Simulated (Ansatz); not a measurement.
singlet silylene (H2Si), singlet, geometry from GFN2-xTB. Base run: CCSD(T)/6-31G run with Ansatz (a quantum-chemistry and plane-wave program).

Ansatz was given this input:
Ansatz 0.2 input:
```yaml
crystal:
  periodic: [false, false, false]
  atoms:
    - {symbol: Si, position_ang: [-0.00666824, -0.00277970, 0.12275926]}
    - {symbol: H, position_ang: [0.04778718, 1.13172388, -0.83406892]}
    - {symbol: H, position_ang: [0.04556812, -1.09280805, -0.88456070]}
basis:
  gaussian:
    orbitals: 6-31G
magnetization: {spin_polarized: false}
correlation: {method: ccsd_t}
```

Each row names what was changed in the base input (with any setting that the change needs).

| change | ΔE vs base (kcal/mol) | MP2 correlation (Eh) | CC correlation without the perturbative part (Eh) | basis functions |
|---|---|---|---|---|
| base | 0.000 | -0.04283 | -0.06210 | 17 |
| electrons = all | -2.17 | -0.04647 | -0.06544 | 17 |
| method = mp2 | 12.44 | -0.04283 | - | 17 |
| diis_vectors = 4 | 0.000 | -0.04283 | -0.06210 | 17 |
| diis_vectors = 2 | 0.000 | -0.04283 | -0.06210 | 17 |
| method = rpa | -1.49 | - | - | 17 |
| fitting = cc-pVTZ-JKFIT (mean field), cc-pVTZ-RIFIT (correlation) | 0.003 | -0.04283 | -0.06210 | 17 |
| method = ccsd | 0.348 | -0.04283 | -0.06210 | 17 |
| reference functional = pbe0 | 0.70 | - | -0.06514 | 17 |
| accuracy = high | -0.001 | -0.04284 | -0.06210 | 17 |
